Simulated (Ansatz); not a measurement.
Reactions of `O[SiH]([SiH3])P`.

Computed with Ansatz on PBE0-D4/def2-TZVP structures; ΔE is electronic, products minus reactants. CBS: MP2 limit from def2 TZ/QZ plus the TZ coupled-cluster correction, frozen cores. This one scheme is used for every species, atoms too. DFT in def2-TZVPP. No spin–orbit coupling; open shells (•) take unrestricted orbitals. Spin–orbit coupling would lower the free atoms: a little for O, Si. def2 core potentials past Kr. For Te outer-core shells are correlated without core-valence functions, so the limit isn't a true one: a few kJ/mol of doubt a bond, and 10 to 20 or more in all where bonds break to atoms. Each species was taken in one conformer, which may not be the lowest.

```tsv
reaction	CCSD(T)/CBS(def2) (kJ/mol)
`O[SiH]([SiH3])P` + `B[SiH2]N` → `B[SiH](N)P` + `O[SiH2][SiH3]`	-6
`O[SiH]([SiH3])P` + H₂O → `O[SiH](O)[SiH3]` + PH₃	-79
`O[SiH]([SiH3])P` + `O[SiH2]F` → `F[SiH2]OP` + `O[SiH2][SiH3]`	45
`O[SiH]([SiH3])P` + H₂Te → `P[TeH]` + `O[SiH2][SiH3]`	?
`O[SiH]([SiH3])P` → 7 H• + O• + P• + 2 Si•	?
`O[SiH]([SiH3])P` + H₂Te → `O[SiH]([SiH3])[TeH]` + PH₃	-49
`O[SiH]([SiH3])P` + H₂ → `O[SiH2][SiH3]` + PH₃	10
`O[SiH]([SiH3])P` + `N[SiH2]F` → `N[SiH](F)P` + `O[SiH2][SiH3]`	8
```

(1) Fill in the missing values. (Estimate.)

Largest T1 diagnostic: 0.016, for `B[SiH](N)P`.

## Answers

(1) The calculation gave: `O[SiH]([SiH3])P` + H₂Te → `P[TeH]` + `O[SiH2][SiH3]`: -4.6 kJ/mol; `O[SiH]([SiH3])P` → 7 H• + O• + P• + 2 Si•: +3381.0 kJ/mol.
